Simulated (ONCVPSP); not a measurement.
# Pseudopotential generation for Ag (Z = 47): ONCV, LDA (Perdew-Wang 92), scalar-relativistic.

The input file (ONCVPSP 4.0.1):

```
# ATOM AND REFERENCE CONFIGURATION
# atsym  z   nc   nv     iexc    psfile
  Ag 47.00    6    4  -001012      upf
#
#   n    l    f
    1    0    2.00
    2    0    2.00
    2    1    6.00
    3    0    2.00
    3    1    6.00
    3    2   10.00
    4    0    2.00
    4    1    6.00
    4    2   10.00
    5    0    1.00
#
# PSEUDOPOTENTIAL AND OPTIMIZATION
# lmax
    2
#
#   l,   rc,      ep,       ncon, nbas, qcut
    0    1.25    0.00    4    6    8.50
    1    0.95    0.00    4    9    7.20
    2    1.50    0.00    4    8    8.30
#
# LOCAL POTENTIAL
# lloc, lpopt,  rc(5),   dvloc0
    4    1    0.70    1.00
#
# VANDERBILT-KLEINMAN-BYLANDER PROJECTORs
# l, nproj, debl
    0    3    1.60
    1    2    3.80
    2    2    0.40
#
# MODEL CORE CHARGE
# icmod, fcfact, rcfact
    1    0.70    0.00
#
# LOG DERIVATIVE ANALYSIS
# epsh1, epsh2, depsh
   -5.00    5.00    0.04
#
# OUTPUT GRID
# rlmax, drl
    6.00    0.01
#
# TEST CONFIGURATIONS
# ncnf
    4
# nvcnf
#   n    l    f
    4
    4    0    2.00
    4    1    6.00
    4    2   10.00
    5    0    0.00
#
    4
    4    0    2.00
    4    1    6.00
    4    2    9.00
    5    0    0.00
#
    4
    4    0    2.00
    4    1    6.00
    4    2    8.00
    5    0    0.00
#
    5
    4    0    2.00
    4    1    6.00
    4    2   10.00
    5    0    0.00
    5    1    1.00
#
```

Command:

```bash
oncvpsp.x < Ag.dat > Ag.out
```

The program printed (shortened: citation, most of the input echo, consistency checks and plot data are left out):

```
ONCVPSP  (Optimized Norm-Conservinng Vanderbilt PSeudopotential)
scalar-relativistic version 4.0.1

#   n    l    f        energy (Ha)
    1    0    2.00    -9.2972048E+02
    2    0    2.00    -1.3692179E+02
    2    1    6.00    -1.2289623E+02
    3    0    2.00    -2.5083856E+01
    3    1    6.00    -2.0477039E+01
    3    2   10.00    -1.3188980E+01
    4    0    2.00    -3.4940370E+00
    4    1    6.00    -2.1560039E+00
    4    2   10.00    -2.8158025E-01
    5    0    1.00    -1.7319693E-01

Reference configufation results
  iterations    31
  all-electron total energy (Ha)   -5.31113439D+03

Begin loop to  construct optimized pseudo wave functions
and semi-local pseudopoentials for all angular momenta

   Wellstate for l =  0  n =  6
     eigenvalue =   1.4268
     asymptotic potential =   1.9268
     half-point radius =  3.3020

Calculating optimized projector #   1

 for l=   0

    Fraction of norm inside rc  0.864774
    Optimizing pswf for qcut=   8.49 a_B^-1,  ecut=  36.02 Ha
    Residual kinetic energy error=  2.29D-04 Ha

    Energy error per electron        Cutoff
         Ha          eV             Ha
         0.01000     0.27211       26.31
         0.00100     0.02721       32.41
         0.00010     0.00272       46.81
         0.00001     0.00027       76.21

Calculating optimized projector #   2

 for l=   0

    Fraction of norm inside rc  0.031244
    Optimizing pswf for qcut=   8.49 a_B^-1,  ecut=  36.02 Ha
    Residual kinetic energy error=  8.34D-05 Ha

    Energy error per electron        Cutoff
         Ha          eV             Ha
         0.01000     0.27211       20.09
         0.00100     0.02721       28.86
         0.00010     0.00272       35.51
         0.00001     0.00027       57.49

Calculating optimized projector #   3

 for l=   0

    Fraction of norm inside rc  0.043302
    Optimizing pswf for qcut=   8.49 a_B^-1,  ecut=  36.02 Ha
    Residual kinetic energy error=  2.34D-04 Ha

    Energy error per electron        Cutoff
         Ha          eV             Ha
         0.01000     0.27211       23.58
         0.00100     0.02721       31.84
         0.00010     0.00272       39.18
         0.00001     0.00027       63.48

   Wellstate for l =  1  n =  6
     eigenvalue =   1.6440
     asymptotic potential =   2.1440
     half-point radius =  3.4674

Calculating optimized projector #   1

 for l=   1

    Fraction of norm inside rc  0.482298
    Optimizing pswf for qcut=   7.22 a_B^-1,  ecut=  26.04 Ha
    Residual kinetic energy error=  1.90D-02 Ha

    Energy error per electron        Cutoff
         Ha          eV             Ha
         0.01000     0.27211       33.95
         0.00100     0.02721      254.55
         0.00010     0.00272      305.84
         0.00001     0.00027      395.33

Calculating optimized projector #   2

 for l=   1

    Fraction of norm inside rc  0.038743
    Optimizing pswf for qcut=   7.22 a_B^-1,  ecut=  26.04 Ha
    Residual kinetic energy error=  3.74D-03 Ha

    Energy error per electron        Cutoff
         Ha          eV             Ha
         0.01000     0.27211       13.15
         0.00100     0.02721       58.77
         0.00010     0.00272      340.30
         0.00001     0.00027      401.37

   Wellstate for l =  2  n =  5
     eigenvalue =   0.1184
     asymptotic potential =   0.6184
     half-point radius = 14.0167

Calculating optimized projector #   1

 for l=   2

    Fraction of norm inside rc  0.641559
    Optimizing pswf for qcut=   8.30 a_B^-1,  ecut=  34.45 Ha
    Residual kinetic energy error=  7.05D-05 Ha

    Energy error per electron        Cutoff
         Ha          eV             Ha
         0.01000     0.27211       23.31
         0.00100     0.02721       28.87
         0.00010     0.00272       34.09
         0.00001     0.00027       91.37

Calculating optimized projector #   2

 for l=   2

    Fraction of norm inside rc  0.017227
    Optimizing pswf for qcut=   8.30 a_B^-1,  ecut=  34.45 Ha
    Residual kinetic energy error=  2.63D-06 Ha

    Energy error per electron        Cutoff
         Ha          eV             Ha
         0.01000     0.27211       12.51
         0.00100     0.02721       20.58
         0.00010     0.00272       26.92
         0.00001     0.00027       31.91

Construct Vanderbilt / Kleinmman-Bylander projectors

B matrix Hermiticity error, ll=   0
   1   2    4.1034E-04
   1   3   -7.3389E-04
   2   3    6.6260E-05

  Orthonormal projector coefficients  3.0945E+01  5.9263E+00  1.2028E+00

B matrix Hermiticity error, ll=   1
   1   2   -5.3552E-04

  Orthonormal projector coefficients  2.2033E+01  7.1142E+00

B matrix Hermiticity error, ll=   2
   1   2    1.6100E-05

  Orthonormal projector coefficients  4.4433E+01  5.5190E+00

Model core correction analysis
  based on d2Exc/dn_idn_j

d2excae - all-electron derivatives

   -3.101887D-02   -2.803046D-02   -1.739566D-02   -1.251897D-03
   -2.803056D-02   -2.613136D-02   -1.714611D-02   -1.133280D-03
   -1.739584D-02   -1.714623D-02   -1.271359D-02   -7.981665D-04
   -1.251920D-03   -1.133295D-03   -7.981747D-04   -1.004253D-04

d2excps - pseudofunction derivatives with no core correction

   -3.859840D-02   -3.377207D-02   -2.003424D-02   -1.785746D-03
   -3.377239D-02   -3.064602D-02   -1.943299D-02   -1.515104D-03
   -2.003458D-02   -1.943318D-02   -1.401662D-02   -9.482084D-04
   -1.785817D-03   -1.515136D-03   -9.482180D-04   -1.378395D-04

rms 2nd derivative error    3.266851E-03

Polynomial model core charge

d2excps - pseudofunction derivatives with core correction

   -3.029221D-02   -2.783282D-02   -1.770386D-02   -1.228176D-03
   -2.783289D-02   -2.634104D-02   -1.769833D-02   -1.122573D-03
   -1.770401D-02   -1.769845D-02   -1.326752D-02   -8.005671D-04
   -1.228195D-03   -1.122587D-03   -8.005753D-04   -9.935562D-05

rms 2nd derivative error    3.314934E-04

Pseudoatom total energy -146.976512

Diagnostic tests using Vanderbilt-Kleinman-Bylander pseudopotentials
  1 or more projectors used as specified by nproj input data

   l    rcore       rmatch      e in        delta e   norm test  slope test

   0   1.2535178   1.2915773  -3.4940370  -0.0000081   1.0002290   1.0002360
   0   1.2535178   1.2915773  -0.1731969   0.0000078   1.0000809   1.0000730
   0   1.2535178   1.2915773   1.4268031   0.0000770   1.0005374   1.0005374

   1   0.9519703   0.9808742  -2.1560039  -0.0000481   1.0001973   1.0002862
   1   0.9519703   0.9808742   1.6439962   0.0000236   1.0006393   1.0006393

   2   1.5089259   1.5547402  -0.2815802   0.0000187   1.0001061   1.0001589
   2   1.5089259   1.5547402   0.1184198   0.0000397   1.0001942   1.0001942

 Testing for bound ghosts
   n   l    E NL Schr. Eq   E Basis Diag.   E Cutoff

   1   0       -3.494045       -3.494032    120.54
   2   0       -0.173189        0.042132    120.54

   2   1       -2.156052       -2.151867    434.83

   3   2       -0.281562       -0.277514    151.28

 Testing for highly-localized positive-energy ghosts
       l    <radius>/rc     E Basis Diag.   E Cutoff

       0        0.403749       12.509066    120.54  WARNING - GHOST(+)

       2        0.666101       51.195752    151.28  WARNING - GHOST(+)

Test configuration 0

   n   l     f        eae           eps        diff
   1   0  2.0000 -929.72048469
   2   0  2.0000 -136.92179388
   2   1  6.0000 -122.89622508
   3   0  2.0000  -25.08385601
   3   1  6.0000  -20.47703880
   3   2 10.0000  -13.18897965
   4   0  2.0000   -3.49403696   -3.49404502   -8.06D-06
   4   1  6.0000   -2.15600385   -2.15605198   -4.81D-05
   4   2 10.0000   -0.28158025   -0.28156150    1.87D-05
   5   0  1.0000   -0.17319693   -0.17318918    7.75D-06

    Total energies and differences
      AE_ref= -5.31113439D+03  AE_tst= -5.31113439D+03  dif=  0.00D+00
      PS_ref= -1.46976512D+02  PS_tst= -1.46976512D+02  dif=  1.42D-13
      PSP excitation error= -1.42D-13

Test configuration 1

   n   l     f        eae           eps        diff
   1   0  2.0000 -930.02389455
   2   0  2.0000 -137.22101923
   2   1  6.0000 -123.19570695
   3   0  2.0000  -25.38463452
   3   1  6.0000  -20.77780404
   3   2 10.0000  -13.48933879
   4   0  2.0000   -3.79864241   -3.79894440   -3.02D-04
   4   1  6.0000   -2.46169618   -2.46189333   -1.97D-04
   4   2 10.0000   -0.58504281   -0.58503398    8.83D-06

    Total energies and differences
      AE_ref= -5.31113439D+03  AE_tst= -5.31083690D+03  dif=  2.97D-01
      PS_ref= -1.46976512D+02  PS_tst= -1.46678974D+02  dif=  2.98D-01
      PSP excitation error= -4.13D-05

Test configuration 2

   n   l     f        eae           eps        diff
   1   0  2.0000 -930.55971273
   2   0  2.0000 -137.76097525
   2   1  6.0000 -123.73533188
   3   0  2.0000  -25.92215944
   3   1  6.0000  -21.31532701
   3   2 10.0000  -14.02739680
   4   0  2.0000   -4.32362678   -4.32371264   -8.59D-05
   4   1  6.0000   -2.98062757   -2.98071282   -8.53D-05
   4   2  9.0000   -1.07127425   -1.07122096    5.33D-05

    Total energies and differences
      AE_ref= -5.31113439D+03  AE_tst= -5.31001426D+03  dif=  1.12D+00
      PS_ref= -1.46976512D+02  PS_tst= -1.45856279D+02  dif=  1.12D+00
      PSP excitation error= -9.65D-05

Test configuration 3

   n   l     f        eae           eps        diff
   1   0  2.0000 -931.17464640
   2   0  2.0000 -138.38174577
   2   1  6.0000 -124.35573284
   3   0  2.0000  -26.53663179
   3   1  6.0000  -21.92980367
   3   2 10.0000  -14.64295862
   4   0  2.0000   -4.91381341   -4.91347990    3.34D-04
   4   1  6.0000   -3.56207985   -3.56181916    2.61D-04
   4   2  8.0000   -1.61597516   -1.61558155    3.94D-04

    Total energies and differences
      AE_ref= -5.31113439D+03  AE_tst= -5.30867517D+03  dif=  2.46D+00
      PS_ref= -1.46976512D+02  PS_tst= -1.44517220D+02  dif=  2.46D+00
      PSP excitation error= -6.84D-05

Test configuration 4

   n   l     f        eae           eps        diff
   1   0  2.0000 -929.79182876
   2   0  2.0000 -136.99095716
   2   1  6.0000 -122.96546115
   3   0  2.0000  -25.15409219
   3   1  6.0000  -20.54725600
   3   2 10.0000  -13.25896523
   4   0  2.0000   -3.56641196   -3.56661983   -2.08D-04
   4   1  6.0000   -2.22887078   -2.22902108   -1.50D-04
   4   2 10.0000   -0.35264783   -0.35263100    1.68D-05
   5   1  1.0000   -0.06811686   -0.06811436    2.50D-06

    Total energies and differences
      AE_ref= -5.31113439D+03  AE_tst= -5.31098672D+03  dif=  1.48D-01
      PS_ref= -1.46976512D+02  PS_tst= -1.46828823D+02  dif=  1.48D-01
      PSP excitation error= -1.49D-05
```

The run took about 5 s on one core of a shared server CPU.
